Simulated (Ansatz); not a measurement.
`C[SiH2]BS` and `[SiH3][SiH2]BS` differ in one atom or group.

Ansatz, PBE0-D4/def2-TZVP geometries, multiplicity 1. Each molecule was computed in one conformer, which needn't be the lowest.

```csv
property,`C[SiH2]BS`
HOMO–LUMO gap (PBE0/def2-TZVPP) / eV,6.20
size of the dipole moment (ωB97M-V/def2-TZVPP) / D,0.77
LUMO energy (ωB97M-V/def2-TZVPP) / eV,0.25
HOMO–LUMO gap (PBE/def2-TZVPP) / eV,4.09
HOMO energy (PBE/def2-TZVPP) / eV,-6.69
HOMO energy (ωB97M-V/def2-TZVPP) / eV,-10.03
```

Question: What does the change do to each property? (An estimate is asked.)

Answer: Ansatz gave: 
| property | `[SiH3][SiH2]BS` | shift |
| --- | --- | --- |
| HOMO–LUMO gap (PBE0/def2-TZVPP) / eV | 5.95 | -0.25 |
| size of the dipole moment (ωB97M-V/def2-TZVPP) / D | 0.67 | -0.10 |
| LUMO energy (ωB97M-V/def2-TZVPP) / eV | 0.01 | -0.24 |
| HOMO–LUMO gap (PBE/def2-TZVPP) / eV | 3.98 | -0.11 |
| HOMO energy (PBE/def2-TZVPP) / eV | -6.76 | -0.07 |
| HOMO energy (ωB97M-V/def2-TZVPP) / eV | -9.87 | 0.16 |

Dipoles are sizes alone; their direction can turn.
